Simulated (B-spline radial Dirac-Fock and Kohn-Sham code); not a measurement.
**Compton profile of Ce²³⁺**

System: cerium as Ce²³⁺, [Ar] 3d10 4s2 4p5.

The run's input, task.json:

```json
{"items": [{
  "Z": 58,
  "q": 23,
  "cfg": [[1, 0, 2], [2, 0, 2], [2, 1, 6], [3, 0, 2], [3, 1, 6], [3, 2, 10], [4, 0, 2], [4, 1, 5]],
  "A": 140,
  "rrms": 4.8771,
  "do": ["scatter"],
  "s": [0.0, 0.05, 0.1, 0.15, 0.2, 0.25, 0.3, 0.35, 0.4, 0.45, 0.5, 0.6, 0.7, 0.8, 0.9, 1.0, 1.1, 1.2, 1.4, 1.6, 1.8, 2.0, 2.5, 3.0, 3.5, 4.0, 5.0, 6.0],
  "pz": [0, 0.1, 0.2, 0.3, 0.4, 0.5, 0.6, 0.8, 1.0, 1.2, 1.4, 1.6, 1.8, 2.0, 2.5, 3.0, 4.0, 5.0, 7.0, 10.0, 15.0, 20.0, 30.0, 40.0, 60.0, 100.0],
  "hv_scatter": [5000, 8047.8, 10000, 17479.3, 20000, 200000, 500000, 1000000]
}]}
```

Run with: `python xray_run.py task.json out`

Method: the impulse approximation on configuration-average Dirac-Fock orbitals. Computed with a radial B-spline solver. pz is in atomic units of momentum; subshell profiles are per electron, for a selection of subshells; open shells are spread over both j values by their weights.

```
 pz    J total   J 1s1/2   J 3p3/2   J 3d3/2   J 4p3/2
1.4      2.216    0.0137    0.0671    0.0444     0.128
1.6      2.157    0.0137    0.0670    0.0444     0.124
1.8      2.092    0.0137    0.0667    0.0444     0.119
  2      2.022    0.0137    0.0664    0.0444     0.113
2.5      1.839    0.0137    0.0653    0.0444    0.0941
  3      1.657    0.0136    0.0634    0.0443    0.0720
  4      1.356    0.0136    0.0574    0.0437    0.0341
  5      1.154    0.0135    0.0486    0.0424    0.0155
  7     0.8768    0.0132    0.0286    0.0366    0.0108
 10     0.5383    0.0126   0.00878    0.0238   0.00570
 15     0.2469    0.0114   0.00254   0.00814  0.000753
 20     0.1315    0.0100   0.00236   0.00244  0.000614
 30    0.04705   0.00709  0.000951  0.000246  0.000276
 40    0.02086   0.00468  0.000282  3.39e-05  8.19e-05
 60   0.005915   0.00189  2.98e-05  1.48e-06  8.53e-06
100  0.0009020  0.000347  1.08e-06    < 1e-6    < 1e-6
```

**Question.** What is the peak value J(0), and which subshell contributes most to it?

**Answer.** J(0) = 2.422. The 4p3/2 subshell gives the largest part, 19 %.

Mean momentum ⟨p⟩ by subshell (a.u.): 1s1/2 55.1, 2s1/2 19.6, 2p1/2 26.1, 2p3/2 24.4, 3s1/2 9.84, 3p1/2 11.7, 3p3/2 11.2, 3d3/2 13.4, 3d5/2 13.2, 4s1/2 5.56, 4p1/2 6.23, 4p3/2 6.07.
